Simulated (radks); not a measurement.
The promethium ion Pm41+, configuration [Ar] 3d2 (the NIST ground configuration).

All-electron calculation, non-relativistic Kohn-Sham, LDA (Slater exchange, Perdew-Wang correlation), spin-unpolarised, spherical densities, point nucleus; relativity is left out, which matters for an element this heavy. Program: a radial shooting solver on a logarithmic mesh with Libxc functionals.

Energy parts (Ry):
total: -16559.7884
kinetic: 16556.0051
electron-nucleus: -35418.3779
Hartree: 2569.6730
exchange-correlation: -267.0886

Orbitals (lengths in bohr, moments of r in powers of bohr; r(max) is where P^2 peaks; r(90%) holds 90 % of the orbital's charge):
orbital  occ.  eigenvalue (Ry)  r(90%)  <1/r>      <r^4>   r(max)
1s          2        -3295.857  0.0443  60.42  1.733e-06  0.01650
2s          2        -656.9925   0.161  14.13  0.0002824  0.09025
2p          6        -633.5466   0.144  14.12  0.0001799  0.07028
3s          2        -247.5646   0.372  5.706   0.008182   0.2423
3p          6        -238.3006   0.361  5.661   0.007161   0.2282
3d          2        -222.9865   0.325  5.557   0.004552   0.1787
4s          0        -128.0779   0.682  3.008    0.09573   0.4874
4p          0        -124.0781   0.678  2.976    0.09265   0.4795

The highest occupied level is 3d at -3033.9 eV. Virial ratio -V/T = 2.00023. For comparison, the ionisation energy in NIST's Atomic Spectra Database is 3112 eV (theoretical). In exact Kohn-Sham theory the highest level is minus the ionisation energy, but local and semilocal functionals leave it too shallow, through self-interaction and a potential that decays too fast; potentials with the right tail come closer. The electron density at the nucleus is 1.61e+05 e/bohr^3. Summed over all electrons, <r^2> = 0.7527 bohr^2, which gives a Langevin (diamagnetic) susceptibility term of -0.596 x 10^-6 cm^3/mol.

Beside tabulated values, note that spin-unpolarised runs miss the spin-polarisation part of the exchange energy of open shells.
